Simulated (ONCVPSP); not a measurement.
O (Z = 8): variants of one ONCV potential

Base potential:

oxygen (O), optimised norm-conserving Vanderbilt (ONCV), made with ONCVPSP 4.0.1 (PBE, scalar-relativistic). Core [He], reference 2s2 2p2 (charge +2). Waves: 2s: rc 0.95 bohr, ncon 4, nbas 7, qcut 7.3 1/bohr, 2 projectors, debl 3.3 Ha; 2p: rc 1.90 bohr, ncon 3, nbas 7, qcut 6.5 1/bohr, 1 projector. Local part: polynomial inside 0.90 bohr (lpopt 5, dvloc0 -1 Ha). Core correction: Teter function, fcfact 2.5, rcfact 1.2.

All-electron outer shells of the reference configuration (PBE, scalar-relativistic, ld1.x):

```csv
shell,level (eV),outermost node (bohr),outermost maximum (bohr)
1s,-557.75,–,0.13
2s,-58.35,0.27,0.84
2p,-43.24,–,0.75
```

Cutoffs, loose and tight: the cutoffs (Ha) at which the residual kinetic energy of the hardest occupied pseudo-wave falls to 1 and 0.1 mHa per electron. They do not see the model core or the augmentation charge, which bear on the density cutoff. Test errors are all-electron minus pseudo excitation energies from the reference, over the configurations 2s2 2p4; 2s2 2p3; 2s2 2p1; 2s2 2p0. A dash means not determined; rows that change the core or the reference have their own tests.

```
      change    outcome  cutoff, loose  cutoff, tight  bound ghosts  GHOST(+) flags above zero  largest test error (meV)
        base  generated          70 Ha         130 Ha          none                       none                     +3728
 s: qcut 4.3  generated         122 Ha         144 Ha          none                       none                     +3782
 s: qcut 5.3  generated         119 Ha         142 Ha          none                       none                     +3782
 s: qcut 6.8  generated         103 Ha         134 Ha          none                       none                     +3755
 s: qcut 7.2  generated          92 Ha         131 Ha          none                       none                     +3728
   s: qcut 8  generated          43 Ha         123 Ha          none                       none                     +3728
 s: qcut 9.4  generated          37 Ha          66 Ha          none                       none                     +3701
s: qcut 10.4  generated          41 Ha          50 Ha          none                       none                     +3701
s: qcut 11.2  generated          44 Ha          53 Ha          none                       none                     +3701
```

**Question.** What comes out with this change to the base: s: qcut 5.9?

**Answer.** outcome: generated; cutoff, loose: 115 Ha; cutoff, tight: 140 Ha; bound ghosts: none; GHOST(+) flags above zero: none; largest test error (meV): +3755.

**Question.** What comes out with this change to the base: s: qcut 8.7?

**Answer.** outcome: generated; cutoff, loose: 36 Ha; cutoff, tight: 111 Ha; bound ghosts: none; GHOST(+) flags above zero: none; largest test error (meV): +3728.

Reading the sweep of the qcut of the s channel (base included, trends over the rows without a ghost): The loose cutoff is not monotonic: lowest 36 Ha at 8.7 1/bohr, highest 122 Ha at 4.3 1/bohr. The median size of the test errors (rows with all tests solved) stays near 755.1 meV.
